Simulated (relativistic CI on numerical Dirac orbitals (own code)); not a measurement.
## Level scheme of Cr7+

Calculated at this level of theory: Dirac-Coulomb-Breit CI, KLI orbitals optimised for each configuration, model QED, valence Slater integrals scaled by 0.9, configuration energies shifted to the measured levels that pair with them (semi-empirical) (own radial code, finite nucleus).

CI space (outside the closed core [Ne]): 3s2 3p5, 3s 3p6, 3s2 3p4 3d, 3s2 3p4 4s, 3s2 3p4 4d, 3s2 3p3 3d2, 3s 3p5 3d, 3p5 3d2, 3p6 3d, 3s 3p4 3d2, 3s2 3p4 4p, 3s2 3p3 3d 4s, 3s2 3p3 3d 4p, 3p6 4s, 3p6 4p, 3s 3p5 4s, 3s 3p4 3d 4s, 3s2 3p4 4f, 3s 3p5 4p, 3s2 3p4 5s, 3s 3p4 3d 4p, 3s2 3p4 5p, 3s2 3p3 4s2, 3s2 3p4 5d, 3s2 3p3 4s 4p, 3s 3p5 4d, 3s2 3p4 5f, 3p5 3d 4s, 3s2 3p4 5g, 3s2 3p3 4p2. Levels of other configurations are missing.

The lowest level is 3s2 3p5 2P°_3/2, with 97 % of that term; Hund's rules for 3s2 3p5 give 2P° with J = 3/2, in agreement.

```csv
No.,Configuration,Term,J,E (eV),%,Landé g,Lifetime (s)
1,3s2 3p5,2P°,3/2,0.0000,97,1.333,
2,3s2 3p5,2P°,1/2,1.2258,97,0.665,5.76e-02
3,3s 3p6,2S,1/2,30.0174,88,2.001,1.23e-10
4,3p4(3P) 3d,4D,7/2,55.3174,96,1.426,
5,3p4(3P) 3d,4D,5/2,55.3486,95,1.368,1.36e-07
6,3p4(3P) 3d,4D,3/2,55.4507,95,1.198,1.90e-07
7,3p4(3P) 3d,4D,1/2,55.5569,96,0.018,1.75e-07
8,3p4(1D) 3d,2P,1/2,58.4855,94,0.674,4.01e-09
9,3p4(3P) 3d,4F,9/2,58.5264,95,1.327,2.28e-01
10,3p4(3P) 3d,4F,7/2,58.9320,94,1.233,2.19e-01
11,3p4(1D) 3d,2P,3/2,59.1674,88,1.353,2.38e-09
12,3p4(3P) 3d,4F,5/2,59.2287,96,1.030,2.53e-08
13,3p4(3P) 3d,4F,3/2,59.3896,96,0.408,3.19e-08
14,3p4(3P) 3d,4P,1/2,59.7696,96,2.639,2.18e-09
15,3p4(1D) 3d,2D,3/2,60.0078,51,1.229,2.78e-09
16,3p4(3P) 3d,4P,3/2,60.1876,45,1.278,6.02e-09
17,3p4(3P) 3d,4P,5/2,60.3884,94,1.587,2.16e-08
18,3p4(1D) 3d,2D,5/2,60.7364,92,1.202,3.30e-09
19,3p4(3P) 3d,2F,7/2,60.8634,80,1.106,5.34e-02
20,3p4(3P) 3d,2F,5/2,61.8323,95,0.866,1.16e-07
21,3p4(1D) 3d,2G,7/2,61.9668,81,0.933,5.46e-02
22,3p4(1D) 3d,2G,9/2,61.9870,95,1.117,3.96e-02
23,3p4(1D) 3d,2F,5/2,64.8325,96,0.862,5.47e-09
24,3p4(1D) 3d,2F,7/2,65.1178,97,1.142,1.60e-02
25,3p4(1S) 3d,2D,3/2,68.5939,96,0.800,6.08e-10
26,3p4(1D) 3d,2S,1/2,68.7509,87,2.002,5.11e-12
27,3p4(1S) 3d,2D,5/2,68.9188,95,1.198,2.76e-09
28,3p4(3P) 3d,2P,3/2,75.2568,92,1.301,3.66e-12
29,3p4(3P) 3d,2P,1/2,75.7255,98,0.668,3.73e-12
30,3p4(3P) 3d,2D,5/2,75.8760,97,1.200,3.12e-12
```

Energies count from the lowest computed level; ° marks odd parity; lifetimes are radiative, by E1, M1, E2 decay to levels of this space only; some are left blank where a channel outside the calculation adds to the decay or the decay crosses a small, uncertain gap. Percentages are summed over parent terms; the parents shown are those of the largest component, closed shells are left out there.

The mean weight of the leading LS term, summed over parents, in these 30 levels is 90 %, and that of the leading jj configuration (from the same eigenvectors) 57 %, so LS coupling describes them better.

Configurations whose levels could be paired with our table of measured levels were shifted onto them, all but the ground configuration, by the median error of their levels; single terms can still be off by 1,000 to 2,000 cm⁻¹ or more, and rates follow the energies as ν³ (E1, M1) or ν⁵ (E2). The others borrow a shift and can be off by several thousand cm⁻¹ or more. 16 of the 21 excited levels that our extract of the measured tables holds in this range could be paired (the sources list more); they are missed by 650 cm⁻¹ on average and 2592 at most, after the shifts were fitted to these levels, and levels without a partner can miss by more.

LS names give the leading component of a level, which can be under half, so a name can repeat, a term be missing and a line seem to break the LS rules.
